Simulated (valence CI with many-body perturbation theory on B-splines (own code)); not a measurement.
## E1 line list for Yb⁶⁴⁺

Level of theory: relativistic CI+MBPT: four valence electrons over a frozen Dirac-Fock core [He], a basis of 11 s, 11 p, 9 d, 7 f, 5 g, 2 h, 1 i functions for each j, with the one-electron correlation potential Σ1, the two-electron term Σ2, the three-electron term Σ3, Breit, model QED; selected CI, second order for the rest (own B-spline code, finite nucleus).

The last digits are not significant, and no measured levels were compared; by estimate large intervals hold to a few tenths of a per cent, small ones and those within an open d or f shell to about a per cent. Among the levels kept, up to 300 cm⁻¹ of a level comes from second order outside the variational space, and about a tenth of that is noise between levels of different J, which matters for small intervals.

Lines 1 to 50 of 251 in falling wavelength, among levels below 816.33 Ry, chosen from the strongest by gf and those to the six lowest levels. Wavelengths and rates use the calculated energies. Electric multipoles are in the length gauge, E1 and E2 with the static RPA response of the core. Weak lines are less certain than strong ones. Lines between different terms over intervals too small for the method are left out, as are lines whose strength nearly cancels. The highest levels of a list are the least certain.

Levels are named by their leading jj configuration (3d3/2^4 stands for four electrons in 3d with j = 3/2), which in mixed levels can hold well under half, so a name can repeat and another be missing. Letters in brackets count levels of one name in rising energy.

```tsv
λ vac (nm)	Upper	Lower	A (s⁻¹)	log gf	Branch %
7.921	(2s 2p1/2 2p3/2 3d5/2) J=5	(2s 2p1/2 2p3/2 3p3/2) J=4	3.91e+10	-0.39	38.8
7.864	(2s 2p1/2^2 3d5/2) J=3	(2s 2p1/2^2 3p3/2) J=2	4.01e+10	-0.58	0.0
7.814	(2s 2p1/2 2p3/2 3d5/2) J=4 [a]	(2s 2p1/2 2p3/2 3p3/2) J=3 [a]	3.48e+10	-0.54	0.1
7.770	(2s^2 2p3/2 3d5/2) J=4	(2s^2 2p3/2 3p3/2) J=3	3.25e+10	-0.58	16.2
7.753	(2s^2 2p3/2 3d5/2) J=3	(2s^2 2p3/2 3p3/2) J=2	2.77e+10	-0.76	0.0
7.721	(2s 2p1/2 2p3/2 3d5/2) J=4 [b]	(2s 2p1/2 2p3/2 3p3/2) J=3 [b]	3.32e+10	-0.57	0.0
7.650	(2s 2p1/2 2p3/2 3d5/2) J=3 [a]	(2s 2p1/2 2p3/2 3p3/2) J=2 [a]	2.71e+10	-0.78	0.0
7.496	(2s^2 2p1/2 3d5/2) J=3	(2s^2 2p1/2 3p3/2) J=2	4.27e+10	-0.60	0.0
7.306	(2s 2p1/2^2 3d5/2) J=2	(2s 2p1/2^2 3p3/2) J=1	4.46e+10	-0.75	0.0
5.896	(2s 2p1/2 2p3/2^2) J=2 [a]	(2s^2 2p3/2^2) J=2	2.03e+09	-2.28	0.1
4.892	(2s 2p1/2 2p3/2^2) J=3	(2s^2 2p3/2^2) J=2	1.41e+10	-1.45	0.9
4.806	(2s 2p1/2^2 2p3/2) J=2	(2s^2 2p1/2 2p3/2) J=2	1.19e+10	-1.68	41.8
4.492	(2s 2p1/2^2 2p3/2) J=2	(2s^2 2p1/2 2p3/2) J=1	1.67e+10	-1.60	58.2
3.739	(2s 2p1/2 2p3/2^2) J=1 [a]	(2s^2 2p3/2^2) J=2	2.59e+10	-1.79	0.2
3.645	(2s 2p1/2^2 2p3/2) J=1	(2s^2 2p1/2 2p3/2) J=2	4.76e+10	-1.55	0.6
3.634	(2s 2p1/2 2p3/2^2) J=2 [b]	(2s^2 2p3/2^2) J=2	2.28e+10	-1.65	0.2
3.462	(2s 2p1/2^2 2p3/2) J=1	(2s^2 2p1/2 2p3/2) J=1	1.07e+10	-2.24	0.1
3.275	(2s 2p1/2 2p3/2 3d3/2) J=3 [b]	(2s 2p1/2 2p3/2 3p1/2) J=2 [b]	2.06e+11	-0.64	0.0
3.235	(2s 2p1/2 2p3/2 3d3/2) J=2 [d]	(2s 2p1/2 2p3/2 3p1/2) J=1 [c]	2.93e+11	-0.64	0.0
3.200	(2s 2p1/2 2p3/2 3d3/2) J=2 [b]	(2s 2p1/2 2p3/2 3p1/2) J=2 [b]	3.36e+11	-0.59	0.0
3.136	(2s 2p1/2 2p3/2 3d3/2) J=2 [a]	(2s 2p1/2 2p3/2 3p1/2) J=2 [a]	2.54e+11	-0.73	0.1
3.131	(2s^2 2p3/2 3d3/2) J=2	(2s^2 2p3/2 3p1/2) J=2	2.37e+11	-0.76	0.0
3.128	(2s 2p1/2 2p3/2 3d3/2) J=1 [b]	(2s 2p1/2 2p3/2 3p1/2) J=2 [b]	4.97e+11	-0.66	0.0
3.123	(2s 2p1/2 2p3/2 3p3/2) J=1 [a]	(2s 2p1/2 2p3/2 3s) J=1 [a]	5.76e+11	-0.60	0.2
3.120	(2s 2p1/2^2 3p3/2) J=1	(2s 2p1/2^2 3s) J=0	4.93e+11	-0.67	0.1
3.115	(2s^2 2p3/2 3d3/2) J=2	(2s^2 2p3/2 3p1/2) J=1	2.50e+11	-0.74	0.0
3.108	(2s 2p1/2^2 3d3/2) J=1	(2s 2p1/2^2 3p1/2) J=0	3.39e+11	-0.83	0.2
3.076	(2s 2p1/2 2p3/2 3d3/2) J=3 [c]	(2s 2p1/2 2p3/2 3p1/2) J=2 [c]	4.07e+11	-0.39	0.1
3.073	(2s^2 2p3/2 3p3/2) J=1	(2s^2 2p3/2 3s) J=1	6.28e+11	-0.57	4.5
3.069	(2s^2 2p3/2 3d3/2) J=3	(2s^2 2p3/2 3p1/2) J=2	5.12e+11	-0.30	0.0
3.065	(2s 2p1/2 2p3/2 3d3/2) J=3 [a]	(2s 2p1/2 2p3/2 3p1/2) J=2 [a]	4.61e+11	-0.34	0.1
3.063	(2s 2p1/2 2p3/2 3p3/2) J=2 [b]	(2s 2p1/2 2p3/2 3s) J=2 [b]	5.09e+11	-0.45	0.2
3.059	(2s^2 2p1/2 3d3/2) J=2	(2s^2 2p1/2 3p1/2) J=1	5.09e+11	-0.45	0.2
3.058	(2s 2p1/2^2 3d3/2) J=2	(2s 2p1/2^2 3p1/2) J=1	4.94e+11	-0.46	0.2
3.056	(2s 2p1/2 2p3/2 3d3/2) J=4	(2s 2p1/2 2p3/2 3p1/2) J=3	4.85e+11	-0.21	3.8
3.055	(2s 2p1/2 2p3/2 3d3/2) J=2 [a]	(2s 2p1/2 2p3/2 3p1/2) J=1 [a]	2.55e+11	-0.75	0.1
3.051	(2s 2p1/2 2p3/2 3p3/2) J=3 [c]	(2s 2p1/2 2p3/2 3s) J=2 [c]	6.72e+11	-0.18	0.4
3.043	(2s 2p1/2 2p3/2 3p3/2) J=2 [c]	(2s 2p1/2 2p3/2 3s) J=1 [c]	6.76e+11	-0.33	0.3
3.037	(2s 2p1/2 2p3/2 3d3/2) J=1 [a]	(2s 2p1/2 2p3/2 3p1/2) J=1 [a]	4.52e+11	-0.73	0.2
3.025	(2s^2 2p3/2 3d3/2) J=1	(2s^2 2p3/2 3p1/2) J=1	4.38e+11	-0.74	0.0
3.015	(2s^2 2p3/2 3p3/2) J=3	(2s^2 2p3/2 3s) J=2	8.26e+11	-0.10	9.5
3.014	(2s 2p1/2 2p3/2 3p3/2) J=3 [a]	(2s 2p1/2 2p3/2 3s) J=2 [a]	7.66e+11	-0.14	0.4
3.011	(2s 2p1/2 2p3/2 3p3/2) J=2 [a]	(2s 2p1/2 2p3/2 3s) J=1 [a]	3.67e+11	-0.60	0.1
2.995	(2s 2p1/2 2p3/2 3d3/2) J=3 [b]	(2s 2p1/2 2p3/2 3p1/2) J=3	2.75e+11	-0.59	0.0
2.990	(2s 2p1/2 2p3/2 3p3/2) J=4	(2s 2p1/2 2p3/2 3s) J=3	7.53e+11	-0.04	28.3
2.989	(2s 2p1/2 2p3/2 3p3/2) J=3 [b]	(2s 2p1/2 2p3/2 3s) J=2 [b]	3.12e+11	-0.53	0.1
2.952	(2s 2p1/2 2p3/2 3p3/2) J=1 [b]	(2s 2p1/2 2p3/2 3s) J=2 [b]	7.83e+11	-0.51	0.2
2.938	(2s 2p1/2 2p3/2 3p3/2) J=2 [d]	(2s 2p1/2 2p3/2 3s) J=2 [c]	3.62e+11	-0.63	0.2
2.938	(2s^2 2p1/2 3p3/2) J=2	(2s^2 2p1/2 3s) J=1	8.71e+11	-0.25	22.6
2.910	(2s 2p1/2 2p3/2 3p3/2) J=1 [c]	(2s 2p1/2 2p3/2 3s) J=1 [c]	3.98e+11	-0.82	0.2
```
